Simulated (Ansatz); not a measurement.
## Worked example: vertical energy of the triplet above the singlet of BHOF2 (SMILES OB(F)F)

BHOF2: 5 atoms, total charge 0, spin state singlet. SMILES: `OB(F)F`. Geometry: relaxed at PBE0-D4/def2-TZVP.

Both states at this one shape; open shells run unrestricted unless said. 1 Eh = 27.2114 eV.

| level | program | singlet BHOF2 (Eh) | triplet BHOF2 (Eh) |
| --- | --- | --- | --- |
| revPBE/def2-SVPD | Ansatz | -300.228892 | -299.910594 |
| RPA@PBE0/def2-SVPD, 4 core orbitals frozen | Ansatz | -299.843359 | -299.514510 |

Problem. Work out the vertical gap, second state less first, at each level.

Solution. 
1. revPBE/def2-SVPD: -299.910594 − (-300.228892) = 0.318298 Eh = 8.66 eV.
2. RPA@PBE0/def2-SVPD: -299.514510 − (-299.843359) = 0.328849 Eh = 8.95 eV.

No measured value is set beside it here; the levels span 8.66 to 8.95 eV.
